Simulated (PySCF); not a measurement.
## Structure from NMR data

The spectra below were simulated for a compound C$_{5}$H$_{10}$O$_{2}$.

¹H NMR (300 MHz, computed): δ 3.60 (s, 3H), 2.31 (t, 2H), 1.66 (m, 2H), 0.92 (t, 3H).

¹³C{¹H} NMR (computed): δ 181.2 (C), 54.4 (CH3), 37.6 (CH2), 21.4 (CH2), 15.7 (CH3).

All values are calculated (PySCF): B97-2/pcSseg-2 with gauge-including orbitals, PBE0-D3(BJ)/def2-TZVP structure. Relativity neglected, single conformer, one averaged value for each set of equivalent atoms, isolated molecule.

Chemical shifts δ = σref − σ; TMS for ¹H (σ = 31.64 ppm) and ¹³C (σ = 185.38 ppm), all at this level.

**Question.** Which of these isomers gave the spectra?
A. COC(=O)C(C)C
B. CC(=O)OC(C)C
C. CCCC(=O)OC

**Answer.** C. 

1. The formula gives 1 degree of unsaturation (no ring in the answer).
2. 5 carbon signals for 5 carbons: no two carbons are equivalent.
3. Carbon types of the structure: 1 × C, 2 × CH2, 2 × CH3, which accounts for all hydrogens.
4. δC 181.2: ester carbonyl carbon; lone-pair donation from the attached heteroatom keeps it upfield of a ketone carbonyl.
5. δC 54.4: methyl carbon bonded to O; deshielded by the electronegative neighbour.
6. δC 15.7: methyl carbon; saturated and bonded to C and H only.
7. δH 2.31: hydrogen on an sp3 CH2 α to a carbonyl; α to C=O.
8. δH 0.92: hydrogen on a methyl carbon; far from electronegative atoms and π systems.

The others: CC(=O)OC(C)C would give 4 carbon signals, not 5; COC(=O)C(C)C would give 4 carbon signals, not 5.

Shifts are as computed. Against solution values, carbons near 30 ppm lie about +3 ppm off and those near 130 ppm about +7 ppm. Of 1309 compounds with measured shifts, 239 miss one by over three times the rms of a fit or turn the order of signals round; such compounds aren't used in these exercises. No couplings were computed; multiplicities are counted from neighbouring protons, with m where these are inequivalent, close in shift, in a saturated or five-membered ring or joined by F or P, and br s for small geminal =CH2 splittings.
